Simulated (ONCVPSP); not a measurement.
# ruthenium (Ru): one change to an ONCV potential, before and after

ruthenium (Ru), optimised norm-conserving Vanderbilt (ONCV), made with ONCVPSP 4.0.1 (LDA (Perdew-Wang 92), scalar-relativistic). Core [Ar] 3d10, reference 4s2 4p6 4d5 (charge +3). Waves: 4s: rc 1.50 bohr, ncon 3, nbas 8, qcut 10.3 1/bohr, 2 projectors, debl 3.9 Ha; 4p: rc 1.90 bohr, ncon 4, nbas 8, qcut 8 1/bohr, 2 projectors, debl 1.3 Ha; 4d: rc 1.60 bohr, ncon 5, nbas 10, qcut 8.2 1/bohr, 2 projectors, debl 1.8 Ha. Local part: polynomial inside 1.35 bohr (lpopt 4, dvloc0 0 Ha). Core correction: Teter function, parameters optimised by the program.

In the s channel the program set the typed energies aside and used -4.084, 0.250 Ha. In the p channel the program set the typed energies aside and used -2.971, 0.050 Ha.

Change: local potential polynomial inside 1.35 bohr (lpopt 4, dvloc0 9.5 Ha).

Cutoffs: the cutoffs (Ha) at which the residual kinetic energy of the hardest occupied pseudo-wave falls to 1 and 0.1 mHa per electron; they do not see the model core or the augmentation charge, which bear on the density cutoff. Errors are all-electron minus pseudo energies relative to the spin-unpolarised reference configuration.

How do hardness, ghosts and transferability respond?

The potential gets neither clearly harder nor softer (32 Ha and 38 Ha → 32 Ha and 38 Ha); of the 4 tests that both files solve, the error grows in 4 and shrinks in 0 by more than 15 % and 0.3 meV (median size 4.9 → 6.9 meV); neither file shows a bound ghost.

```tsv
quantity	base	changed
cutoff, loose	32 Ha	32 Ha
cutoff, tight	38 Ha	38 Ha
bound ghosts	none	none
GHOST(+) flags under 300 eV	none	s at 192.7 eV
error for 4s2 4p6 4d7 5s1, meV [ΔE -56.89 eV]	+5.8	+8.1
error for 4s2 4p6 4d7, meV [ΔE -49.29 eV]	+4.0	+6.1
error for 4s2 4p6 4d6, meV [ΔE -30.85 eV]	+3.0	+4.1
error for 4s2 4p6 4d6 5s1, meV [ΔE -46.57 eV]	+6.1	+7.7
s: phases at 1.52 bohr within 0.05 rad from the reference energy up to (Ha; the scan ends near 5)	to the end of the scan	to the end of the scan
p: phases at 1.93 bohr within 0.05 rad from the reference energy up to (Ha; the scan ends near 5)	to the end of the scan	to the end of the scan
d: phases at 1.62 bohr within 0.05 rad from the reference energy up to (Ha; the scan ends near 5)	to the end of the scan	to the end of the scan
rms error of d²Exc/dni dnj with the model core, mHa	0.36	0.36
```
